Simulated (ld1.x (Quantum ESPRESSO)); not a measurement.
## How hard is this Bi (Z = 83) TM potential?

bismuth, norm-conserving Troullier–Martins (Kleinman–Bylander form), made with ld1.x (Quantum ESPRESSO) 7.5 (PBE, scalar-relativistic). Core [Xe] 4f14 5d10, reference 6s1.5 6p3.5. Waves: 6s (bound): rc 1.50 bohr; 6p (bound): rc 2.35 bohr. Local part: all-electron potential smoothed inside 1.75 bohr (lloc = -2). Core correction: none.

The pseudo-atom Hamiltonian at the reference potential is diagonalised in spherical Bessel functions j_l(qr) that vanish at 20 bohr, with q² up to the cutoff. All-electron valence levels (Ry): 6s -1.1024, 6p -0.3611.

Problem. How do the lowest levels (Ry) of each channel move with the cutoff, and are there ghosts?

Solution.

```csv
cutoff (Ry),s #1,p #1,d #1,f #1,Σ f·Δε (mRy)
8,-0.9854,-0.3532,-0.1126,0.1081,203.4
12,-1.0106,-0.3596,-0.1945,0.1081,143.1
18,-1.0212,-0.3607,-0.2325,0.1081,123.6
25,-1.0599,-0.3610,-0.2372,0.1081,64.5
35,-1.0946,-0.3611,-0.2374,0.1081,11.9
50,-1.0973,-0.3611,-0.2375,0.1081,7.7
60,-1.0997,-0.3611,-0.2375,0.1081,4.2
80,-1.1004,-0.3612,-0.2375,0.1081,3.1
100,-1.1015,-0.3612,-0.2375,0.1081,1.4
120,-1.1018,-0.3612,-0.2375,0.1081,1.0
160,-1.1023,-0.3612,-0.2375,0.1081,0.3
400,-1.1024,-0.3612,-0.2375,0.1081,0.0
```

Result: ghost state, extra bound levels that the all-electron valence spectrum of the same l lacks: d at -3.2 eV (a true bound ghost makes a file unfit for plane-wave use); 10 mRy is reached at 45 Ry and 1 mRy at 120 Ry.

Its largest configuration-test error is +429 meV.
